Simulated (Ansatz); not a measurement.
Gas-phase reaction in SMILES: F[Se](F)F → F[Se]F [fluoro selenohypofluorite] + F atom (the F-Se bond at the site shown breaks; other sites are not compared here)
Each molecule is optimised on its own at B3LYP-D3(BJ)/def2-TZVP (Ansatz, a program for electronic structure). A spin state is the lowest found, not a proven ground state.

Property: bond dissociation energy (electronic energy difference), in kcal/mol. Valence correlation only, unless marked. Open shells are spin-unrestricted. No spin-orbit coupling. Frozen are the shells of the preceding noble gas and the d and f shells that filled before the atom's block. No relativistic terms. CBS(X,Y): correlation extrapolated as X^-3; Hartree-Fock from the larger set. The bracket is a focal-point correction in the basis named.

RI-MP2/CBS(cc-pVTZ,cc-pVQZ)+[CCSD(T)-MP2]/cc-pVTZ (Ansatz) gives 62.0 kcal/mol.

Problem. Another calculation gave 94.6 kcal/mol. Which level was it?
A. wB97X/def2-TZVPD (Ansatz)
B. SVWN5/def2-TZVPD (Ansatz)
C. revPBE/def2-TZVPD (Ansatz)
D. PBE-QIDH/def2-TZVPD (Ansatz)

Solution. B, SVWN5/def2-TZVPD (Ansatz). The others give 63.8 (wB97X), 70.6 (revPBE), 61.0 (PBE-QIDH) kcal/mol.
